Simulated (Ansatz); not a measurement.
Mulliken charges of CH$_{3}$Cl$_{3}$Si, SMILES `C[Si](Cl)(Cl)Cl` from PBE/def2-TZVPP in Ansatz (PBE0-D4/def2-TZVP geometry).

```
atom   x (Å)   y (Å)   z (Å)  charge (e)
  C1  -0.729  -0.280   0.686      -0.373
 Si2   0.569   0.198  -0.529       0.567
 Cl3   2.360  -0.640  -0.034      -0.188
 Cl4   0.066  -0.429  -2.402      -0.188
 Cl5   0.801   2.223  -0.574      -0.188
  H6  -0.844  -1.365   0.701       0.124
  H7  -0.448   0.061   1.685       0.124
  H8  -1.683   0.175   0.411       0.123
```

By hand: the dipole of these point charges (1 e Å = 4.8032 D).

Σ q r = (-0.379, -0.140, 0.356) e Å, of length 0.538 e Å = 2.58 D.

How does the dipole of the full density compare? (Best estimate.)

Computed: (-0.279, -0.103, 0.261) e Å, 1.90 D; the point charges give 1.36 times that, at 0° from its direction.

Point charges leave out the atoms' own dipoles, such as those of lone pairs, and Mulliken's split depends on the basis, so the two needn't agree.
